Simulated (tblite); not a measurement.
Input of a run (GFN2-xTB geometry optimisation, gas phase (tblite 0.8.0)), started from a force field or distance geometry:
```
{"job": {"kind": "relax", "xc": "GFN2-xTB", "basis": "xTB"}, "charge": 0, "multiplicity": 1}
C     -1.268400    -1.927600    -1.091200
C     -0.502000    -0.612500    -1.170700
Si    -0.629700     0.133500     0.547000
O     -2.188700    -0.214200     1.143800
Si    -0.323300     2.331300     0.562500
S      0.936500    -0.737900     1.707600
Si     2.775300    -0.148600     0.731100
H     -1.881300    -1.936200    -0.148600
H     -1.893100    -2.047100    -1.987900
H     -0.572300    -2.778400    -0.989200
H      0.561300    -0.883600    -1.368000
H     -0.905600     0.045300    -1.950400
H     -2.898900     0.230100     0.626100
H     -1.553400     3.079400     0.226600
H      0.009300     2.718700     1.949900
H      0.816200     2.756500    -0.247600
H      2.438900     0.418300    -0.587500
H      3.428500     0.881000     1.550700
H      3.640800    -1.298800     0.488500
```

Output (eV, eV/Å):
```
step      E/eV     max force
  0    -624.72534    1.668
  1    -624.88246    0.813
  2    -624.95390    0.866
  3    -624.99198    0.889
  4    -625.06813    0.509
  5    -625.09773    0.431
  6    -625.13110    0.427
  7    -625.15661    0.382
  8    -625.18353    0.435
  9    -625.21052    0.454
 10    -625.23773    0.365
 11    -625.25663    0.329
 12    -625.26751    0.227
 13    -625.27552    0.261
 14    -625.28213    0.236
 15    -625.28740    0.156
 16    -625.29191    0.154
 17    -625.29639    0.215
 18    -625.30111    0.251
 19    -625.30523    0.189
 20    -625.30845    0.117
 21    -625.31157    0.140
 22    -625.31548    0.206
 23    -625.32060    0.247
 24    -625.32633    0.205
 25    -625.33139    0.136
 26    -625.33563    0.182
 27    -625.34076    0.214
 28    -625.34806    0.291
 29    -625.35638    0.280
 30    -625.36277    0.200
 31    -625.36850    0.295
 32    -625.37354    0.259
 33    -625.38185    0.171
 34    -625.38615    0.192
 35    -625.39230    0.215
 36    -625.39797    0.217
 37    -625.40614    0.203
 38    -625.41394    0.179
 39    -625.41712    0.237
 40    -625.42161    0.163
 41    -625.42427    0.120
 42    -625.42872    0.132
 43    -625.43157    0.140
 44    -625.43461    0.128
 45    -625.43632    0.085
 46    -625.43743    0.072
 47    -625.43854    0.079
 48    -625.44033    0.115
 49    -625.44246    0.118
 50    -625.44441    0.087
 51    -625.44592    0.104
 52    -625.44715    0.101
 53    -625.44831    0.081
 54    -625.44939    0.090
 55    -625.45023    0.069
 56    -625.45100    0.101
 57    -625.45218    0.120
 58    -625.45606    0.221
 59    -625.46099    0.530
 60    -625.46634    0.281
 61    -625.47668    0.588
 62    -625.48877    0.460
 63    -625.49622    0.522
 64    -625.50619    0.233
 65    -625.48739    1.495
 66    -625.51743    0.154
 67    -625.52277    0.168
 68    -625.52549    1.066
 69    -625.53724    0.159
 70    -625.54089    0.165
 71    -625.54733    0.606
 72    -625.55179    0.223
 73    -625.55640    0.150
 74    -625.56345    0.210
 75    -625.56952    0.264
 76    -625.57391    0.165
 77    -625.57698    0.141
 78    -625.57903    0.096
 79    -625.58068    0.208
 80    -625.58246    0.182
 81    -625.58394    0.219
 82    -625.58523    0.137
 83    -625.58642    0.135
 84    -625.58775    0.067
 85    -625.58858    0.113
 86    -625.58918    0.067
 87    -625.58946    0.040
 88    -625.58991    0.038
 89    -625.59020    0.041
 90    -625.59059    0.040
 91    -625.59085    0.047
 92    -625.59107    0.043
 93    -625.59131    0.035
 94    -625.59162    0.041
 95    -625.59190    0.029
 96    -625.59208    0.027
 97    -625.59219    0.025
 98    -625.59230    0.026
 99    -625.59243    0.034
100    -625.59258    0.022
101    -625.59271    0.055
102    -625.59281    0.034
103    -625.59293    0.030
104    -625.59307    0.019
105    -625.59321    0.026
106    -625.59336    0.033
107    -625.59350    0.030
108    -625.59362    0.021
109    -625.59374    0.020
110    -625.59383    0.025
111    -625.59393    0.027
112    -625.59403    0.026
113    -625.59416    0.026
114    -625.59429    0.025
115    -625.59441    0.025
116    -625.59454    0.030
117    -625.59472    0.031
118    -625.59492    0.028
119    -625.59511    0.033
120    -625.59527    0.031
121    -625.59543    0.026
122    -625.59561    0.030
123    -625.59582    0.031
124    -625.59600    0.032
125    -625.59616    0.034
126    -625.59634    0.038
127    -625.59658    0.062
128    -625.59697    0.047
129    -625.59750    0.053
130    -625.59786    0.056
131    -625.59816    0.045
132    -625.59844    0.056
133    -625.59866    0.045
134    -625.59888    0.075
135    -625.59901    0.026
136    -625.59917    0.029
137    -625.59936    0.027
138    -625.59950    0.029
139    -625.59963    0.038
140    -625.59983    0.035
141    -625.60012    0.036
142    -625.60029    0.034
143    -625.60057    0.038
144    -625.60098    0.054
145    -625.60160    0.059
146    -625.60231    0.053
147    -625.60297    0.057
148    -625.60350    0.056
149    -625.60391    0.048
150    -625.60415    0.084
151    -625.60427    0.046
152    -625.60445    0.083
153    -625.60475    0.037
154    -625.60500    0.053
155    -625.60542    0.072
156    -625.60571    0.060
157    -625.60601    0.036
158    -625.60636    0.044
159    -625.60673    0.063
160    -625.60704    0.047
161    -625.60736    0.043
162    -625.60757    0.072
163    -625.60784    0.080
164    -625.60831    0.067
165    -625.60889    0.039
166    -625.60880    0.077
167    -625.60944    0.041
168    -625.60959    0.025
169    -625.60985    0.030
170    -625.61001    0.037
171    -625.61027    0.052
172    -625.61056    0.066
173    -625.61082    0.049
174    -625.61100    0.028
175    -625.61116    0.031
176    -625.61126    0.022
177    -625.61131    0.022
178    -625.61134    0.012
179    -625.61138    0.016
180    -625.61142    0.016
181    -625.61148    0.015
182    -625.61154    0.016
183    -625.61160    0.016
184    -625.61165    0.012
185    -625.61170    0.014
186    -625.61175    0.019
187    -625.61184    0.027
188    -625.61195    0.034
189    -625.61205    0.026
190    -625.61212    0.018
191    -625.61217    0.017
192    -625.61220    0.017
193    -625.61224    0.017
194    -625.61227    0.013
195    -625.61230    0.015
196    -625.61233    0.013
197    -625.61238    0.017
198    -625.61244    0.019
199    -625.61251    0.025
200    -625.61262    0.030
201    -625.61279    0.037
202    -625.61306    0.045
203    -625.61347    0.057
204    -625.61403    0.056
205    -625.61463    0.052
206    -625.61508    0.052
207    -625.61536    0.035
208    -625.61536    0.074
209    -625.61568    0.030
210    -625.61582    0.024
211    -625.61617    0.036
212    -625.61626    0.036
213    -625.61644    0.031
214    -625.61651    0.023
215    -625.61658    0.016
216    -625.61662    0.022
217    -625.61667    0.018
218    -625.61671    0.013
219    -625.61675    0.012
220    -625.61679    0.013
221    -625.61682    0.013
222    -625.61687    0.012
223    -625.61691    0.014
224    -625.61695    0.014
225    -625.61700    0.014
226    -625.61704    0.017
227    -625.61708    0.015
228    -625.61713    0.016
229    -625.61719    0.016
230    -625.61725    0.016
231    -625.61734    0.024
232    -625.61746    0.029
233    -625.61760    0.027
234    -625.61773    0.025
235    -625.61783    0.021
236    -625.61790    0.020
237    -625.61795    0.016
238    -625.61800    0.016
239    -625.61803    0.013
240    -625.61806    0.011
241    -625.61809    0.010
242    -625.61811    0.010
```

**Question.** Summarise the run.

**Answer.** The energy falls by 0.893 eV over 242 L-BFGS steps, the largest force on an atom goes from 1.67 to 0.010 eV/Å, and the atoms move by 0.842 Å rms after alignment. The bond that changes most is Si3–Si5 (oxygen-bound silicon to SiH3 silicon), which lengthens by 0.089 Å. Bonds longer at the end by more than 0.005 Å: 4 of 18; shorter: 13. Among the angles that change most is Si3–O4–H13, from 112.5° to 121.9°. Among the dihedrals that turn most is S6–Si3–O4–H13, from 177° to -33°. The energy rose by more than 1e-5 eV at steps 65 and 166. The first step brought 18 % of the lowering.

**Question.** What are the final bond lengths?

**Answer.** C1–C2 1.527 Å, C2–Si3 1.917 Å, Si3–O4 1.627 Å, Si3–Si5 2.308 Å, Si3–S6 2.196 Å, S6–Si7 2.130 Å, C1–H8 1.088 Å, C1–H9 1.089 Å, C1–H10 1.089 Å, C2–H11 1.092 Å, C2–H12 1.091 Å, O4–H13 0.956 Å, Si5–H14 1.463 Å, Si5–H15 1.465 Å, Si5–H16 1.469 Å, Si7–H17 1.459 Å, Si7–H18 1.459 Å, Si7–H19 1.452 Å. Numbering counts from 1 in the input's order; the species is `CC[Si@](O)([SiH3])S[SiH3]`.

On an Arm Neoverse N1 with one thread (shared host), this took 4.5 s.

GFN2-xTB frequencies show an imaginary mode (22i cm⁻¹), so the point is no minimum at that level.

These are computed values.
